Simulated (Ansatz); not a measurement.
One change: `[OH][GeH]` becomes `[OH][Ge][OH]`.

Ansatz, PBE0-D4/def2-TZVP geometries, multiplicity 1. Each molecule was computed in one conformer, which needn't be the lowest.

Scalar relativity is left out up to krypton.

```
                                      property  `[OH][GeH]`
            LUMO energy (PBE0/def2-TZVPP) / eV        -2.24
size of the dipole moment (PBE/def2-TZVPP) / D         1.39
           LUMO energy (B3LYP/def2-TZVPP) / eV        -2.48
         HOMO energy (ωB97M-V/def2-TZVPP) / eV        -8.87
         HOMO–LUMO gap (B3LYP/def2-TZVPP) / eV         4.08
          HOMO–LUMO gap (PBE0/def2-TZVPP) / eV         4.48
```

What does the change do to each property? (An estimate is asked.)

Computed: 
| property | `[OH][Ge][OH]` | shift |
| --- | --- | --- |
| LUMO energy (PBE0/def2-TZVPP) / eV | -1.53 | 0.71 |
| size of the dipole moment (PBE/def2-TZVPP) / D | 1.55 | 0.16 |
| LUMO energy (B3LYP/def2-TZVPP) / eV | -1.77 | 0.71 |
| HOMO energy (ωB97M-V/def2-TZVPP) / eV | -10.15 | -1.28 |
| HOMO–LUMO gap (B3LYP/def2-TZVPP) / eV | 6.00 | 1.92 |
| HOMO–LUMO gap (PBE0/def2-TZVPP) / eV | 6.38 | 1.90 |

With PBE0 the HOMO falls by 1.19 eV and the LUMO rises by 0.71 eV, so the gap widens by about 1.90 eV. PBE moves the HOMO by -1.16 eV and ωB97M-V by -1.28 eV. The zero-point energy changes by 16.9 kJ/mol with +3 modes. Dipoles are sizes alone; their direction can turn.

B3LYP here is the variant with VWN-RPA as its local correlation; programs differ in this.
